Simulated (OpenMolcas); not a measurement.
Ta4+: moving or changing the point charges

Ta4+ among 4 point charges of -2.5 e arranged as a square (D4h), 2.22 Å from the ion.

```json
{"Program": "OpenMolcas 26.06", "Method": "CASSCF", "Basis": "ANO-RCC-VDZP [7s6p4d2f1g]", "Scalar Hamiltonian": "DKH2, point nucleus", "Active space": "1 electron in 5 orbitals (5d)", "State averaging": "2S+1 = 2 even, 5 roots", "Spin-orbit coupling": "state interaction with AMFI integrals over the reference wave functions"}
```

Runs around this geometry, states (labels of D4, the rotations of D4h). Energies in cm-1 above the lowest state or level, χT in cm3 K/mol.

| R (Å) | q (e) | Ground state | First state of that spin | First gap with spin-orbit (degeneracies) | χT at 300 K |
| --- | --- | --- | --- | --- | --- |
| 2.22 | -1.62 | 2A1 | 2E 7176 | 8675 (2, 2) | 0.109 |
| 2.08 | -2.5 | 2A1 | 2E 21305 | 20542 (2, 2) | 0.273 |
| 2.22 | -2.5 | 2A1 | 2E 16053 | 15631 (2, 2) | 0.221 |
| 2.34 | -2.5 | 2A1 | 2E 12772 | 12769 (2, 2) | 0.177 |

Taking the first state of the same spin as R^-n, n = -ln(12772 / 21305) / ln(2.34 / 2.08) = 4.3 between the shortest and longest distance.

Scaling the charges by -1.62 / -2.5 = 0.65 scales the first state of the same spin by 7176 / 16053 = 0.45; with fixed orbitals a first-order splitting would follow the charge.

Point charges carry no covalency, so the field is a model and not that of real ligands. No measured value stands beside these numbers.
